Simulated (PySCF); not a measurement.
Compound: C6H11N.
Z-matrix (Å and degrees, PBE0-D3(BJ)/def2-SVP geometry), rows numbered from 1:
```
N 
C   1  1.2715
C   2  1.5063  1  119.78
C   3  1.5300  2  111.54  1  -127.97
C   4  1.5243  3  111.48  2   -53.11
C   5  1.5243  4  111.14  3    55.94
C   2  1.5105  1  125.95  3  -179.33
H   1  1.0264  2  109.83  3   179.89
H   3  1.0987  2  108.43  1    -4.01
H   3  1.1061  2  108.04  1   112.33
H   4  1.1043  3  108.93  2    67.48
H   4  1.1016  3  109.98  2  -176.25
H   5  1.1018  4  110.41  3   178.52
H   5  1.1056  4  109.37  3   -64.83
H   6  1.1017  5  110.77  4  -178.51
H   6  1.1043  5  109.18  4    64.55
H   7  1.1059  2  107.93  1  -112.55
H   7  1.1017  2  109.99  1     3.94
```

The closed-shell ground state was solved at several levels (PySCF, density fitting, gas phase, non-relativistic).

| level | basis functions | HOMO (eV) | LUMO (eV) | gap (eV) | dipole (D) |
| --- | --- | --- | --- | --- | --- |
| B3LYP/pcJ-1 | 299 | -6.95 | -0.11 | 6.84 | 2.55 |
| CAM-B3LYP/def2-SVPD | 228 | -8.70 | 0.93 | 9.63 | 2.73 |

**Question.** Estimate the row for PBE0/pcSseg-1, a basis of 174 functions; the other rows only guide the guess.

**Answer.** HOMO -7.22 eV, LUMO 0.12 eV, gap 7.34 eV, dipole 2.57 D.

**Question.** Over all these levels, which gives the widest orbital gap and which the narrowest?

**Answer.** CAM-B3LYP/def2-SVPD (range-separated hybrid) has the widest, 9.63 eV, and B3LYP/pcJ-1 (global hybrid, 20 % exact exchange) the narrowest, 6.84 eV. Functional and basis both differ between the two, so the spread mixes both effects.

**Question.** How far do the dipole and the HOMO energy spread over the levels?

**Answer.** The dipole runs from 2.55 to 2.73 D (mean 2.61 D) and the HOMO from -8.70 to -6.95 eV.

One conformer stands for the species.
